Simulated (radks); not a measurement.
The numbers below are computed, except where a source is named.
All-electron atom: Tm XXXIV in [Kr]. Code: a radial shooting solver on a logarithmic mesh with Libxc functionals. Model: Dirac Kohn-Sham, PBE, spin-unpolarised, spherical densities, finite nucleus; Fermi nuclear charge, rms radius 5.2256 fm.

Unscreened Slater integrals over Kohn-Sham orbitals (cm^-1). Large and small components are both included. Empty in this configuration: 4d3/2.

\begin{tabular}{lr}
integral & value \\ \hline
F0(4p3/2,4p3/2) & 420770 \\
F2(4p3/2,4p3/2) & 219470 \\
F0(4p3/2,4p1/2) & 429760 \\
G2(4p3/2,4p1/2) & 220840 \\
F0(4p3/2,4s1/2) & 428940 \\
G1(4p3/2,4s1/2) & 289020 \\
F0(4p3/2,3d5/2) & 534880 \\
F2(4p3/2,3d5/2) & 151340 \\
G1(4p3/2,3d5/2) & 48804 \\
G3(4p3/2,3d5/2) & 49240 \\
F0(4p3/2,4d3/2) & 424160 \\
F2(4p3/2,4d3/2) & 217130 \\
G1(4p3/2,4d3/2) & 266430 \\
G3(4p3/2,4d3/2) & 171620 \\
F0(4p1/2,4p1/2) & 439680 \\
F0(4p1/2,4s1/2) & 438680 \\
G1(4p1/2,4s1/2) & 294940 \\
F0(4p1/2,3d5/2) & 554600 \\
G3(4p1/2,3d5/2) & 52580 \\
F0(4p1/2,4d3/2) & 433690 \\
G1(4p1/2,4d3/2) & 279470 \\
F0(4s1/2,4s1/2) & 437960 \\
F0(4s1/2,3d5/2) & 550300 \\
G2(4s1/2,3d5/2) & 51092 \\
F0(4s1/2,4d3/2) & 432810 \\
G2(4s1/2,4d3/2) & 214950 \\
F0(3d5/2,3d5/2) & 1003900 \\
F2(3d5/2,3d5/2) & 512550 \\
F4(3d5/2,3d5/2) & 329970 \\
F0(3d5/2,4d3/2) & 549250 \\
F2(3d5/2,4d3/2) & 161850 \\
G2(3d5/2,4d3/2) & 63939 \\
G4(3d5/2,4d3/2) & 50622 \\
F0(4d3/2,4d3/2) & 429000 \\
F2(4d3/2,4d3/2) & 218610 \\
\end{tabular}
